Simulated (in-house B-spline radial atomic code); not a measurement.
# Binding energies in the thallium ion Tl¹⁸⁺

NIST's tabulated ground configuration is [Kr] 4d10 4f14 5s2 5p1; each binding energy is the energy of the ion with one electron taken from that subshell, relaxed, less that of the parent. All numbers are computed (Dirac-Hartree-Fock, average of configuration; Fermi nucleus of rms radius 5.4759 fm) with a B-spline radial code for spherical atoms, not measured. Energies include first-order Breit, QED and recoil terms.

```csv
subshell,X-ray name,binding energy (eV),-ε (eV),relaxation (eV)
1s,K,85960.7,86518.3,83.8
2s,L1,15782,15889.9,46.7
3s,M1,4131.4,4166.9,22.8
3d3/2,M4,2906.3,2935.9,24.8
3d5/2,M5,2809.8,2837.1,24.1
4s,N1,1262.6,1271.7,6.0
4d3/2,N4,816.6,822.5,5.1
4d5/2,N5,795.3,800.5,4.8
4f5/2,N6,527.2,532.1,4.9
4f7/2,N7,522.6,527.2,4.8
5s,O1,499,500.4,0.5
5p,"O2,3",438,438.8,0.4
```

Relaxation = -ε minus the binding energy without Breit, QED and recoil terms.

Emission lines follow as differences of binding energies, with λ = 12398.42 eV·Å / E:

```json
{"line": "M5-N7", "holes": "3d5/2 → 4f7/2", "energy (eV)": "2287.2", "wavelength (Å)": "5.4208"}
{"line": "M4-N6", "holes": "3d3/2 → 4f5/2", "energy (eV)": "2379.1", "wavelength (Å)": "5.2114"}
```

What does it cost to remove two 1s electrons?

173550 eV, which is 1632 eV more than the two single binding energies together.
